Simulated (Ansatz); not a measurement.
Ansatz (a quantum-chemistry and plane-wave program) input (HF/3-21G): The .json file is the Basis Set Exchange's 3-21G.

Ansatz 0.2 input:
```yaml
crystal:
  periodic: [false, false, false]
  atoms:
    - {symbol: Ge, position_ang: [-0.00000000, -0.00000000, -0.00000000]}
    - {symbol: H, position_ang: [0.01334400, -0.02292400, 1.72509300]}
    - {symbol: H, position_ang: [-0.01334400, 0.02292400, -1.72509300]}
    - {symbol: H, position_ang: [1.59004200, 0.02108800, -0.01201900]}
    - {symbol: H, position_ang: [-0.81314400, 1.36639000, 0.02444800]}
    - {symbol: H, position_ang: [-0.77689800, -1.38747900, -0.01242800]}
basis:
  gaussian:
    orbitals: 3-21G.json
hamiltonian:
  xc: {name: HF}
total_charge: -1
relax: {f_tol: 0.003, max_steps: 120}
```

Output:

```
Functional definition: HF
integrals: 0.00 GiB planned
336 factors; integrals over basis functions are off by at most 2.6e-4 eV
mean field: 0.06 GiB planned
mean field evaluation 1: about -56276.0160 eV, gradient 9.6e0 eV
mean field evaluation 2: about -56276.0229 eV, gradient 9.6e0 eV
mean field evaluation 4: about -56276.4749 eV, gradient 4.0e-1 eV
mean field evaluation 8: about -56276.4749 eV, gradient 1.0e-5 eV
mean field -56276.47485201 eV, -2068.1223052466 hartree, gradient 1.0e-5 eV, S^2 0.000000; 0 other end points of the search recorded, 0 dependent functions left out
the calculation of the forces begins
reference -56276.47485201 eV, -2068.1223052466 hartree; 19, 19 occupied and 14, 14 virtual orbitals, 336 factors
relax step   1: F+E_penalty+E_count = -56276.47485201 eV  Δ(F+E_penalty+E_count) = +0.000e0 eV  max|allowed force component| = 1.150e-1 eV/Å  Δτ_max = 0.0000 Å  (23 SCF iters, accepted)
these checks for a lower state are left out or cut short: starts, cluster_reference, orbital_swaps, neighbouring_geometries, increment
integrals: 0.00 GiB planned
336 factors; integrals over basis functions are off by at most 2.6e-4 eV
mean field: 0.06 GiB planned
mean field evaluation 16: about -56276.4772 eV, gradient 1.6e-5 eV
mean field -56276.47716920 eV, -2068.1223904016 hartree, gradient 1.6e-5 eV, S^2 0.000000; 0 other end points of the search recorded, 0 dependent functions left out
the calculation of the forces begins
reference -56276.47716920 eV, -2068.1223904016 hartree; 19, 19 occupied and 14, 14 virtual orbitals, 336 factors
relax step   2: F+E_penalty+E_count = -56276.47716920 eV  Δ(F+E_penalty+E_count) = -2.317e-3 eV  max|allowed force component| = 1.571e-2 eV/Å  Δτ_max = 0.0138 Å  (19 SCF iters, accepted)
these checks for a lower state are left out or cut short: starts, cluster_reference, orbital_swaps, neighbouring_geometries, increment
integrals: 0.00 GiB planned
336 factors; integrals over basis functions are off by at most 2.6e-4 eV
mean field: 0.06 GiB planned
mean field -56276.47721134 eV, -2068.1223919505 hartree, gradient 1.5e-5 eV, S^2 0.000000; 0 other end points of the search recorded, 0 dependent functions left out
the calculation of the forces begins
reference -56276.47721134 eV, -2068.1223919505 hartree; 19, 19 occupied and 14, 14 virtual orbitals, 336 factors
relax step   3: F+E_penalty+E_count = -56276.47721134 eV  Δ(F+E_penalty+E_count) = -4.215e-5 eV  max|allowed force component| = 4.923e-4 eV/Å  Δτ_max = 0.0017 Å  (19 SCF iters, accepted)
integrals: 0.00 GiB planned
336 factors; integrals over basis functions are off by at most 2.6e-4 eV
mean field: 0.06 GiB planned
mean field evaluation 32: about -56276.4772 eV, gradient 1.0e-5 eV
mean field -56276.47721134 eV, -2068.1223919505 hartree, gradient 1.5e-5 eV, S^2 0.000000; 1 other end points of the search recorded, 0 dependent functions left out
the calculation of the forces begins
reference -56276.47721134 eV, -2068.1223919505 hartree; 19, 19 occupied and 14, 14 virtual orbitals, 336 factors
Total energy: -56276.47721134 eV, -2068.1223919505 hartree
Atom 0 at     0.000000    -0.000000     0.000000 Å, force    -0.000000    -0.000000     0.000000 eV/Å
Atom 1 at     0.013438    -0.023085     1.737189 Å, force    -0.000001     0.000002    -0.000134 eV/Å
Atom 2 at    -0.013438     0.023085    -1.737189 Å, force     0.000001    -0.000002     0.000134 eV/Å
Atom 3 at     1.596140     0.021169    -0.012065 Å, force     0.000492     0.000007    -0.000004 eV/Å
Atom 4 at    -0.816263     1.371631     0.024542 Å, force    -0.000252     0.000423     0.000008 eV/Å
Atom 5 at    -0.779878    -1.392801    -0.012476 Å, force    -0.000241    -0.000430    -0.000004 eV/Å
Dipole moment:     0.000000     0.000000    -0.000000 e Å
```

The dipole moment of an ion depends on the origin.

The geometry given is a B3LYP-D3(BJ)/def2-TZVP minimum.
